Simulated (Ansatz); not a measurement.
## From Ge(CH3)4 to GeF4: predicting a member

On one Ge centre, n of the CH3 ligands are replaced by F. The atomisation energy (no zero-point term) y in kJ/mol at CCSD(T)/def2-TZVPP. Shapes, held fixed at every level: PBE0-D4/def2-TZVP. Programs: Ansatz 0.2.0.

| molecule | n | y (kJ/mol) |
| --- | --- | --- |
| Ge(CH3)4 | 0 | 6193 |
| Ge(CH3)2F2 | 2 | ? |
| Ge(CH3)F3 | 3 | 2999 |
| GeF4 | 4 | 1888 |

Problem. Fit y = c + s·n to the known rows and predict Ge(CH3)2F2.

Solution. 
1. Means of the 3 rows: n = 2.33333, y = 3693.3.
2. Σ(Δn)² = 8.6667, Σ(Δn·Δy) = -9304.3, so the slope is -9304.3/8.6667 = -1073.6.
3. Intercept: 3693.3 − (-1073.6) × 2.33333 = 6198.4. The largest residual of the fit is 21.
4. Ge(CH3)2F2: 6198.4 + (-1073.6) × 2 = 4051 kJ/mol.

The run gave 4076 kJ/mol, so the prediction is off by -25 kJ/mol, about the scatter of the fit. The steps per swap are -1058, -1077, -1111 kJ/mol. The slope is the difference between a Ge–F and a Ge–CH3 bond with the ligands’ own bonds. Other levels give for Ge(CH3)2F2: HF/def2-SVP 3102; B2PLYP/def2-TZVPP 4107; MP2/def2-SVP 3996 kJ/mol. Relativity is left out for Ge unless named. Correlated rows may include outer-core shells of Ge, which these sets cover unevenly.
